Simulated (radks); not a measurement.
Values are calculated unless marked as measured or tabulated.
Level of theory: scalar-relativistic Kohn-Sham, LB94 model potential, spin-polarised, spherical densities, finite nucleus; open shells are filled with parallel spins first (spin-orbit coupling, left out, can overturn this in heavy ions); Fermi nuclear charge, rms radius of each element as measured or else 0.836 A^(1/3) + 0.57 fm (a radial shooting solver on a logarithmic mesh with Libxc functionals). Response by self-consistent Sternheimer equations with the Hartree and adiabatic LDA kernel, the relativistic mass of each level held fixed and spin-orbit coupling left out. For heavy and open-shell atoms this level of theory can miss by tens of per cent. Estimate the static dipole polarisabilities of C ([He] 2s2 2p2) and Pr ([Xe] 4f3 6s2) and the C6 coefficients of the three pairs.

Answer. alpha = 11.91 and 157.3 bohr^3; C6 = 46.15 (C-C), 293.1 (C-Pr), 2429 (Pr-Pr) hartree bohr^6.
